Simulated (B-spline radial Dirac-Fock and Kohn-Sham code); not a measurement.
## Dipole and non-dipole photoemission parameters of Fe³⁺ 3d3/2

System: Fe³⁺, [Ar] 3d5; threshold 50.98 eV (orbital energy of the model). Method: Dirac-Hartree-Slater photoionisation with a Latter tail; cross sections with all multipoles, angular parameters from the dipole term and its interference with E2. Computed with a radial atomic solver.

For linearly polarised light dσ/dΩ = σ/(4π) [1 + β P₂(cos θ) + (δ + γ cos²θ) sin θ cos φ], with θ from the polarisation vector and φ the angle between the beam and the projection of the electron momentum on the plane normal to the polarisation.

| hν (eV) | σ (kb) | β | γ | δ |
| --- | --- | --- | --- | --- |
| 60 | 2870 | 0.277 | -0.006 | 0.008 |
| 80 | 2350 | 0.544 | 0.000 | 0.012 |
| 100 | 1810 | 0.736 | 0.007 | 0.015 |
| 124 | 1270 | 0.895 | 0.018 | 0.017 |
| 132 | 1130 | 0.935 | 0.021 | 0.018 |
| 134 | 1090 | 0.945 | 0.022 | 0.018 |
| 139 | 1020 | 0.967 | 0.024 | 0.018 |
| 159 | 763 | 1.041 | 0.035 | 0.020 |
| 281 | 189 | 1.228 | 0.116 | 0.030 |
| 404 | 67.4 | 1.244 | 0.195 | 0.037 |
| 499 | 35.6 | 1.223 | 0.251 | 0.043 |
| 628 | 17.3 | 1.179 | 0.317 | 0.051 |
| 705 | 11.9 | 1.149 | 0.353 | 0.056 |
| 800 | 7.84 | 1.112 | 0.394 | 0.062 |
| 1253.6 | 1.65 | 0.950 | 0.532 | 0.093 |
| 1260 | 1.62 | 0.948 | 0.533 | 0.093 |
| 1450 | ? | ? | ? | ? |
| 1640 | 0.623 | 0.844 | 0.608 | 0.119 |
| 2590 | 0.110 | 0.674 | 0.734 | 0.180 |
| 2620 | 0.105 | 0.670 | 0.738 | 0.182 |
| 3570 | 0.0307 | 0.564 | 0.825 | 0.239 |
| 4290 | 0.0144 | 0.504 | 0.865 | 0.280 |
| 7050 | 0.00177 | 0.366 | 0.927 | 0.415 |
| 7630 | 0.00126 | 0.348 | 0.934 | 0.440 |
| 9251.7 | 0.000545 | 0.308 | 0.947 | 0.507 |
| 12000 | 0.000174 | 0.256 | 0.960 | 0.611 |
| 13300 | 0.000110 | 0.236 | 0.961 | 0.657 |
| 15000 | 6.42e-05 | 0.212 | 0.957 | 0.714 |

Question: Give the values at 1450 eV.

Answer: σ = 0.977 kb, β = 0.893, γ = 0.574, δ = 0.106.
